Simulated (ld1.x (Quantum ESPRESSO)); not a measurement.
Reading a pseudo-wave (N)

Columns: radius, all-electron u(r) and pseudo u(r) of the 2s shell (level -25.12 eV) of nitrogen in the configuration [He] 2s2 2p2.5; PBE, scalar-relativistic, RRKJ scheme, ld1.x (Quantum ESPRESSO) 7.5.

```
r (bohr)  all-electron   pseudo
   0.062        0.3284  -0.0211
   0.125        0.3966  -0.0498
   0.188        0.3229  -0.0920
   0.250        0.1830  -0.1500
   0.312        0.0171  -0.2246
   0.375       -0.1539  -0.3148
   0.438       -0.3138  -0.4141
   0.500       -0.4538  -0.5141
   0.562       -0.5740  -0.6097
   0.625       -0.6752  -0.6965
   0.688       -0.7559  -0.7690
   0.750       -0.8165  -0.8245
   0.812       -0.8604  -0.8647
   0.875       -0.8899  -0.8915
   0.938       -0.9061  -0.9064
   1.000       -0.9112  -0.9112
   1.062       -0.9072  -0.9072
   1.125       -0.8956  -0.8956
   1.188       -0.8777  -0.8777
   1.250       -0.8554  -0.8554
   1.312       -0.8295  -0.8295
   1.375       -0.8003  -0.8003
   1.438       -0.7691  -0.7691
   1.500       -0.7371  -0.7371
   1.562       -0.7043  -0.7043
   1.625       -0.6707  -0.6707
```

Task: How many radial nodes do the two functions have?

Result: The all-electron 2s function has n − l − 1 = 1; the pseudo-wave has 0, since the states of the same l below it are removed with the core.

Task: At about which radius was the pseudo-wave matched?

Result: 1.00 bohr, where the columns begin to agree (steps of 0.06 bohr).

Task: Where does each function peak?

Result: Outermost all-electron maximum near 1.00 bohr, pseudo maximum near 1.00 bohr (to the table’s step).

Task: Is the pseudo-wave norm-conserving?

Result: Yes: the RRKJ scheme keeps the norm inside the radius equal to the all-electron one, which fixes the energy derivative of the logarithmic derivative at the level.
